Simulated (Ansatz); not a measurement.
Two isomers of Cl2FH3OSi2: A = `O[SiH2][Si](F)(Cl)Cl`, B = `F[SiH](Cl)O[SiH2]Cl`.

Calculated with Ansatz (gas phase, PBE0-D4/def2-TZVP geometries, no zero-point term in ΔE). CCSD(T)/CBS adds triple-zeta CCSD(T) − MP2 to the extrapolated MP2 energy (def2 sets, frozen cores). Functionals use def2-TZVPP. B3LYP here is the variant with VWN-RPA as its local correlation; programs differ in this. Each species was taken in one conformer, which may not be the lowest.

A:

Z-matrix (Å, degrees):
```
Si
Si 1 2.336
O 1 1.645 2 106.4
H 1 1.489 2 108.8 3 -121.5
H 1 1.488 2 108.0 3 121.2
Cl 2 2.042 1 108.6 3 -178.3
F 2 1.588 1 112.3 3 63.4
Cl 2 2.036 1 112.4 3 -57.6
H 3 0.958 1 118.9 2 179.6
```

B:

Z-matrix (Å, degrees):
```
Si
Cl 1 2.032
O 1 1.612 2 110.3
F 1 1.581 2 108.0 3 117.9
H 1 1.466 2 110.3 3 -123.3
Si 3 1.632 1 147.5 2 -10.4
Cl 6 2.045 3 109.6 1 -63.3
H 6 1.476 3 110.2 1 55.3
H 6 1.474 3 107.7 1 179.0
```

(1) Which isomer does CCSD(T)/CBS put lower? Give the gap. (Best estimate.)

(2) Give E(B) − E(A) in kJ/mol with HF/def2-TZVPP, PBE-D4, MP2/def2-TZVPP, B3LYP, CCSD(T)/def2-TZVPP, B2PLYP, r2SCAN-D4. (Estimate.)

Largest T1 diagnostic: 0.011.

Answers

(1) Ansatz gave: B, by 154.2 kJ/mol.

(2) Computed: HF/def2-TZVPP -181.3, PBE-D4 -122.1, MP2/def2-TZVPP -160.8, B3LYP -149.6, CCSD(T)/def2-TZVPP -155.7, B2PLYP -155.7, r2SCAN-D4 -146.5. None reverses the order clearly.

From BLYP to BHLYP (50 % exact exchange), in def2-TZVPP and without D4, E(B) − E(A) moves by −24.0 kJ/mol. Leaving LDA and LC-ωPBE aside and taking each functional with its dispersion term where it has one, the values, not all of them listed here, spread over 40.6 kJ/mol, from BHLYP-D4 to revPBE-D4. LDA lies −5.4 kJ/mol from PBE without D4.
